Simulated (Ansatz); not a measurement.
One geometry of C2H7AlO, several functionals.

```yaml
crystal:
  periodic: [false, false, false]
  atoms:
    - {symbol: O, position_ang: [-0.713994, 0.608201, -0.851466]}
    - {symbol: C, position_ang: [-0.226537, 0.921316, 0.518415]}
    - {symbol: C, position_ang: [0.284491, -0.407220, 1.015576]}
    - {symbol: Al, position_ang: [0.241177, -1.141718, -0.850467]}
    - {symbol: H, position_ang: [-0.625843, 1.343313, -1.464757]}
    - {symbol: H, position_ang: [-1.075880, 1.345808, 1.056987]}
    - {symbol: H, position_ang: [0.560218, 1.672305, 0.425110]}
    - {symbol: H, position_ang: [-0.403522, -0.880773, 1.715966]}
    - {symbol: H, position_ang: [1.266491, -0.326208, 1.480290]}
    - {symbol: H, position_ang: [1.534872, -0.897422, -1.759354]}
    - {symbol: H, position_ang: [-0.776171, -2.294602, -1.265700]}
basis:
  gaussian: {orbitals: def2-TZVPP}
hamiltonian: {xc: {name: B97M-V}}
output: {orbitals: {seedname: orbitals}}
```

```sh
$ ansatz run in.yaml --threads 2 --pin off --events-out ev --progress --plain --max-ram 4352MiB
```

Shortened log:

```
Functional definition: B97M-V
  name "B97M-V"
  cite "Mardirossian & Head-Gordon, J. Chem. Phys. 142, 074111 (2015) doi:10.1063/1.4907719"
  cite "Becke, J. Chem. Phys. 107, 8554 (1997) doi:10.1063/1.475007"
  cite "Vydrov & Van Voorhis, J. Chem. Phys. 133, 244103 (2010) doi:10.1063/1.3521275"
  # Of w^i u^j: cxij and so on, Table III.
  parameter cx00 = 1.000
  parameter cx01 = 1.308
  parameter cx02 = 1.901
  parameter cx10 = 0.416
  parameter cx11 = 3.070
  parameter css00 = 1.000
  parameter css02 = -1.855
  parameter css10 = -5.668
  parameter css32 = -20.497
  parameter css42 = -20.364
  parameter cos00 = 1.000
  parameter cos01 = 1.573
  parameter cos03 = -6.298
  parameter cos10 = 2.535
  parameter cos32 = -6.427
  parameter b = 6.0
  parameter c = 0.01
  gx(w, u) = cx00 + cx01*u + cx02*u^2 + (cx10 + cx11*u)*w
  gss(w, u) = css00 + css02*u^2 + css10*w + (css32*w^3 + css42*w^4)*u^2
  gos(w, u) = cos00 + cos01*u + cos03*u^3 + cos10*w + cos32*w^3*u^2
  exchange = spin_sum(e_x_unif_s*gx(b97_w, b97_u_x))
  correlation = spin_sum(e_c_pw_mod_same_spin*gss(b97_w, b97_u_same))
      + integral(e_c_pw_mod_opposite_spin*gos(b97_w_opposite, b97_u_opposite)) + vv10(b, c)
1193 factors; their error is unknown
mean field evaluation 1: about -10822.6431 eV, gradient 6.5e1 eV
mean field evaluation 2: about -10807.8077 eV, gradient 9.9e1 eV
mean field evaluation 4: about -10831.9415 eV, gradient 5.3e0 eV
mean field evaluation 8: about -10832.0038 eV, gradient 2.6e-1 eV
mean field evaluation 16: about -10831.9769 eV, gradient 2.1e-4 eV
mean field -10831.97694544 eV, -398.0678105671 hartree, gradient 3.7e-5 eV, S^2 0.000000; 0 other end points of the search recorded, 0 dependent functions left out
reference -10831.97701426 eV, -398.0678130963 hartree; 20, 20 occupied and 213, 213 virtual orbitals, 1193 factors
Total energy: -10831.97701426 eV, -398.0678130963 hartree
```

Run time 14 s (2 threads of an Arm Neoverse V2 on a shared host); peak host memory 0.34 GiB.

Changing it to `hamiltonian: {xc: hse06, dispersion: d4}` (abridged; 3.9 s):

```
Functional definition: HSE06
mean field evaluation 16: about -10825.4968 eV, gradient 7.1e-5 eV
mean field -10825.49681009 eV, -397.8296699855 hartree, gradient 7.1e-5 eV, S^2 0.000000
Total energy: -10825.64738330 eV, -397.8352034488 hartree
```

Changing it to `hamiltonian: {xc: {name: B3LYP}, dispersion: d4}` and forces (abridged; 6 s):

```
Functional definition: B3LYP
mean field evaluation 16: about -10834.8180 eV, gradient 1.5e-4 eV
mean field -10834.81797763 eV, -398.1722165745 hartree, gradient 3.1e-5 eV, S^2 0.000000
Total energy: -10835.13159396 eV, -398.1837417622 hartree
Atom 0 force    -0.098359    -0.019661    -0.312885 eV/Å
Atom 1 force     0.046370     0.312716     0.361798 eV/Å
Atom 2 force     0.072349    -0.157139     0.138434 eV/Å
Atom 3 force     0.035598    -0.163717    -0.164685 eV/Å
Atom 4 force    -0.028165     0.016532    -0.041336 eV/Å
Atom 5 force     0.059810    -0.020091    -0.034863 eV/Å
Atom 6 force    -0.063074    -0.037596     0.003670 eV/Å
Atom 7 force     0.045081     0.028270    -0.022584 eV/Å
Atom 8 force    -0.059885    -0.005581    -0.010862 eV/Å
Atom 9 force    -0.079585    -0.023325     0.056999 eV/Å
Atom 10 force     0.069860     0.069592     0.026314 eV/Å
Dipole moment:    -0.121082     0.754357     0.158319 e Å
```

The same input with `hamiltonian: {xc: lda}` (abridged; 1.6 s):

```
Functional definition: SPW92
mean field evaluation 16: about -10769.6228 eV, gradient 1.1e-4 eV
mean field -10769.62282509 eV, -395.7763389094 hartree, gradient 3.5e-5 eV, S^2 0.000000
Total energy: -10769.62287060 eV, -395.7763405822 hartree
```

Changing it to `hamiltonian: {xc: {name: CAM-B3LYP}, dispersion: d4}` (abridged; 4.1 s):

```
Functional definition: CAM-B3LYP
mean field evaluation 16: about -10832.2105 eV, gradient 3.7e-5 eV
mean field -10832.21047036 eV, -398.0763924496 hartree, gradient 3.7e-5 eV, S^2 0.000000
Total energy: -10832.37369974 eV, -398.0823910188 hartree
```

The same input with `hamiltonian: {xc: pbe0, dispersion: d4}` (abridged; 3.6 s):

```
Functional definition: PBE0
mean field evaluation 16: about -10825.9007 eV, gradient 6.1e-5 eV
mean field -10825.90071623 eV, -397.8445132623 hartree, gradient 6.1e-5 eV, S^2 0.000000
Total energy: -10826.06325445 eV, -397.8504864319 hartree
```

HSE06 is the plane-wave form, built on full-range PBE exchange.

B3LYP takes the VWN-RPA correlation (the form of Gaussian; ORCA's B3LYP/G).
